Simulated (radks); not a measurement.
Species: Yb. Configuration: [Xe] 4f14 6s2.

All-electron calculation, scalar-relativistic Kohn-Sham, LDA (Slater exchange, Perdew-Wang correlation), spin-polarised, spherical densities, point nucleus. Program: a radial shooting solver on a logarithmic mesh with Libxc functionals.

Energy parts (hartree):
| part | energy |
|---|---|
| total | -14051.1748 |
| kinetic | 15310.8372 |
| electron-nucleus | -34598.7215 |
| Hartree | 5520.8545 |
| exchange-correlation | -284.1450 |

Orbitals (lengths in bohr, moments of r in powers of bohr):
| orbital | occ. | eigenvalue (hartree) | <r> |
|---|---|---|---|
| 1s | 2 | -2248.762 | 0.01967 |
| 2s | 2 | -381.0377 | 0.08338 |
| 2p | 6 | -335.9461 | 0.07417 |
| 3s | 2 | -85.86509 | 0.2169 |
| 3p | 6 | -72.27477 | 0.2164 |
| 3d | 10 | -55.70112 | 0.1962 |
| 4s | 2 | -16.86999 | 0.4881 |
| 4p | 6 | -12.40696 | 0.5185 |
| 4d | 10 | -6.53350 | 0.5603 |
| 4f | 14 | -0.11933 | 0.7912 |
| 5s | 2 | -2.02509 | 1.208 |
| 5p | 6 | -1.01386 | 1.452 |
| 6s | 2 | -0.14993 | 3.871 |

The highest occupied level is 4f at -3.247 eV. Summed over all electrons, <r^2> = 71.44 bohr^2, which gives a Langevin (diamagnetic) susceptibility term of -56.6 x 10^-6 cm^3/mol.
